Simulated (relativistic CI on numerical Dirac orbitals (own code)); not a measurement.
# Line list: Electric-dipole lines, In⁴⁷⁺

Computed by Dirac-Coulomb-Breit CI, separate exchange-only KLI orbitals for each configuration, a model potential for QED, unscaled Slater integrals (own radial code, finite nucleus).

Configuration list: 1s2, 1s 2s, 1s 2p, 1s 3s, 1s 3p, 1s 3d, 1s 4s, 1s 4p, 1s 4d, 1s 4f, 1s 5s, 1s 5p, 1s 5d, 1s 5f, 1s 5g, 1s 6s, 1s 6p, 1s 6d. Levels of other configurations are missing.

| λ vac (Å) | Lower | Upper | A (s⁻¹) | gf | Branching (%) |
| --- | --- | --- | --- | --- | --- |
| 0.4971 | 1s2 1S_0 [1] | 1s 2p 1P°_1 [7] | 4.75e+15 | 5.28e-01 | 100.0 |
| 0.5029 | 1s2 1S_0 [1] | 1s 2p 3P°_1 [3] | 1.95e+15 | 2.21e-01 | 100.0 |
| 1.9993 | 1s 2p 3P°_1 [3] | 1s 4d 3D_2 [23] | 9.84e+13 | 2.95e-01 | 62.0 |
| 2.0810 | 1s 2p 3P°_2 [6] | 1s 4d 3D_3 [26] | 1.11e+14 | 5.03e-01 | 74.8 |
| 2.0920 | 1s 2p 1P°_1 [7] | 1s 4d 1D_2 [29] | 9.88e+13 | 3.24e-01 | 65.1 |
| 2.6263 | 1s 2s 3S_1 [2] | 1s 3p 3P°_2 [12] | 1.14e+14 | 5.87e-01 | 99.3 |
| 2.6600 | 1s 2p 3P°_1 [3] | 1s 3d 3D_1 [14] | 1.09e+14 | 3.46e-01 | 30.2 |
| 2.6606 | 1s 2p 3P°_1 [3] | 1s 3d 3D_2 [13] | 2.97e+14 | 1.58e+00 | 81.2 |
| 2.6611 | 1s 2p 3P°_0 [4] | 1s 3d 3D_1 [14] | 2.02e+14 | 6.42e-01 | 55.9 |
| 2.6625 | 1s 2s 1S_0 [5] | 1s 3p 1P°_1 [15] | 8.18e+13 | 2.61e-01 | 5.7 |
| 2.6689 | 1s 2s 3S_1 [2] | 1s 3p 3P°_1 [9] | 9.26e+13 | 2.97e-01 | 14.4 |
| 2.7982 | 1s 2p 3P°_2 [6] | 1s 3d 3D_3 [16] | 3.44e+14 | 2.82e+00 | 99.8 |
| 2.8136 | 1s 2p 3P°_2 [6] | 1s 3d 3D_2 [13] | 5.19e+13 | 3.08e-01 | 14.2 |
| 2.8178 | 1s 2p 1P°_1 [7] | 1s 3d 1D_2 [17] | 3.07e+14 | 1.83e+00 | 87.6 |
| 5.4670 | 1s 3p 3P°_2 [12] | 1s 5d 3D_3 [40] | 1.82e+13 | 5.70e-01 | 23.6 |
| 5.4854 | 1s 3d 3D_2 [13] | 1s 5f 3F°_3 [41] | 2.31e+13 | 7.29e-01 | 59.2 |
| 5.4877 | 1s 3d 3D_1 [14] | 1s 5f 3F°_2 [42] | 2.08e+13 | 4.69e-01 | 53.3 |
| 5.5385 | 1s 3d 3D_3 [16] | 1s 5f 3F°_4 [44] | 2.42e+13 | 1.00e+00 | 62.9 |
| 5.5410 | 1s 3d 1D_2 [17] | 1s 5f 1F°_3 [47] | 2.30e+13 | 7.40e-01 | 59.9 |
| 7.5601 | 1s 3s 3S_1 [8] | 1s 4p 3P°_2 [22] | 1.48e+13 | 6.33e-01 | 21.8 |
| 7.6325 | 1s 3p 3P°_1 [9] | 1s 4d 3D_2 [23] | 3.04e+13 | 1.33e+00 | 19.2 |
| 7.6329 | 1s 3p 3P°_0 [10] | 1s 4d 3D_1 [24] | 2.06e+13 | 5.40e-01 | 13.2 |
| 7.7092 | 1s 3s 3S_1 [8] | 1s 4p 3P°_1 [19] | 1.23e+13 | 3.29e-01 | 4.3 |
| 7.9514 | 1s 3p 3P°_2 [12] | 1s 4d 3D_3 [26] | 3.72e+13 | 2.47e+00 | 25.1 |
| 7.9901 | 1s 3d 3D_2 [13] | 1s 4f 3F°_3 [27] | 6.93e+13 | 4.64e+00 | 92.4 |
| 7.9943 | 1s 3d 3D_1 [14] | 1s 4f 3F°_2 [28] | 6.24e+13 | 2.99e+00 | 83.2 |
| 7.9951 | 1s 3p 1P°_1 [15] | 1s 4d 1D_2 [29] | 3.36e+13 | 1.61e+00 | 22.1 |
| 8.0899 | 1s 3d 3D_3 [16] | 1s 4f 3F°_4 [30] | 7.31e+13 | 6.46e+00 | 98.9 |
| 8.0948 | 1s 3d 1D_2 [17] | 1s 4f 1F°_3 [31] | 6.96e+13 | 4.78e+00 | 94.2 |
| 11.198 | 1s 4p 3P°_2 [22] | 1s 6d 3D_3 [58] | 4.57e+12 | 6.01e-01 | 10.1 |
| 16.431 | 1s 4s 3S_1 [18] | 1s 5p 3P°_2 [36] | 3.44e+12 | 6.97e-01 | 8.6 |
| 16.563 | 1s 4p 3P°_1 [19] | 1s 5d 3D_2 [37] | 6.16e+12 | 1.27e+00 | 7.4 |
| 17.171 | 1s 4p 3P°_2 [22] | 1s 5d 3D_3 [40] | 7.76e+12 | 2.40e+00 | 10.1 |
| 17.245 | 1s 4d 3D_2 [23] | 1s 5f 3F°_3 [41] | 1.29e+13 | 4.02e+00 | 33.0 |
| 17.253 | 1s 4d 3D_1 [24] | 1s 5f 3F°_2 [42] | 1.16e+13 | 2.59e+00 | 29.7 |
| 17.254 | 1s 4p 1P°_1 [25] | 1s 5d 1D_2 [43] | 7.05e+12 | 1.57e+00 | 8.9 |
| 17.430 | 1s 4d 3D_3 [26] | 1s 5f 3F°_4 [44] | 1.37e+13 | 5.63e+00 | 35.8 |
| 17.435 | 1s 4f 3F°_3 [27] | 1s 5g 3G_4 [45] | 2.19e+13 | 9.00e+00 | 95.8 |
| 17.439 | 1s 4f 3F°_2 [28] | 1s 5g 3G_3 [46] | 2.09e+13 | 6.66e+00 | 91.3 |
| 17.440 | 1s 4d 1D_2 [29] | 1s 5f 1F°_3 [47] | 1.31e+13 | 4.17e+00 | 34.1 |
| 17.522 | 1s 4f 3F°_4 [30] | 1s 5g 3G_5 [48] | 2.26e+13 | 1.14e+01 | 99.3 |
| 17.525 | 1s 4f 1F°_3 [31] | 1s 5g 1G_4 [49] | 2.19e+13 | 9.10e+00 | 96.6 |
| 30.599 | 1s 5p 3P°_1 [33] | 1s 6d 3D_2 [55] | 1.81e+12 | 1.27e+00 | 3.7 |
| 31.627 | 1s 5p 3P°_2 [36] | 1s 6d 3D_3 [58] | 2.32e+12 | 2.44e+00 | 5.2 |
| 31.768 | 1s 5p 1P°_1 [39] | 1s 6d 1D_2 [59] | 2.12e+12 | 1.60e+00 | 4.5 |

Terms are leading LS components. Brackets give the number of a level in order of energy, since labels repeat. The list gives strong lines, with weight on those to low levels, without lines whose two gauges differ by over a factor of 2.5. Levels whose partners in the same complex of configurations lie outside the list can be far off, and so can their lines. Rates are taken at the computed energies, electric ones in the length gauge.

At this charge energies of transitions that change n are usually good to better than 1 %, and those within a shell (Δn = 0) to a few per cent.

LS names give the leading component of a level, which can be under half, so a name can repeat, a term be missing and a line seem to break the LS rules.
